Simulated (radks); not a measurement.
Valence configurations of Hf II (all share [Xe] 6s2). Method: Dirac Kohn-Sham, PBEsol, spin-unpolarised, spherical densities, finite nucleus; open shells are shared between the two j in proportion to 2j + 1; Fermi nuclear charge, rms radius 5.347 fm; computed with a radial shooting solver on a logarithmic mesh with Libxc functionals. Energies are relative to 4f14 5d1; eigenvalues in eV.

valence	E (eV)	e(4f5/2)	e(4f7/2)	e(5d3/2)	e(5d5/2)	e(6p1/2)
4f14 5d1	0.000	-27.115	-25.369	-11.070	-10.501	-
4f14 6p1	4.533	-31.283	-29.533	-	-	-8.769
4f13.5 5d1 6p0.5	10.913	-33.282	-31.493	-13.331	-12.666	-8.269
4f13.5 5d0.5 6p1	13.723	-35.435	-33.644	-14.805	-14.098	-8.927
4f13 5d2	18.687	-35.390	-33.560	-12.664	-11.986	-
4f13 5d1.5 6p0.5	21.427	-37.531	-35.701	-14.163	-13.444	-8.403
4f13 6p2	32.261	-44.229	-42.393	-	-	-10.319
4f12.5 5d2 6p0.5	33.691	-41.913	-40.040	-14.983	-14.209	-8.523
4f12 5d3	44.368	-44.187	-42.274	-14.201	-13.413	-
4f11 5d2 6p2	96.912	-62.948	-60.944	-22.403	-21.339	-10.819

NIST lists [Xe] 4f14 5d1 6s2 as the ground configuration; this level of theory agrees among the configurations tried. The energies are those of spherical spin-averaged densities, not of single terms.
